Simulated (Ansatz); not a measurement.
Program: Ansatz. Geometries: PBE0-D4/def2-TZVP. ΔE: electronic, gas phase. CCSD(T)/CBS adds triple-zeta CCSD(T) − MP2 to the extrapolated MP2 energy (def2 sets, frozen cores). This one scheme is used for every species. Functionals use def2-TZVPP. Each species was taken in one conformer, which may not be the lowest.

`N#CCF` + `CBN` → `CBNCF` + `C#N`  (substitution at a C–C bond)

```
         level  ΔE (eV)
     r2SCAN-D4     0.11
       PBE0-D4     0.12
        B2PLYP     0.10
CCSD/CBS(def2)     0.06
```

Q: What does CCSD(T)/CBS give? (Estimate.)

A: Ansatz gave: +0.05 eV. The listed levels differ from it by 0.06, 0.07, 0.05, 0.01 eV.

Largest T1 diagnostic among the species: 0.014.
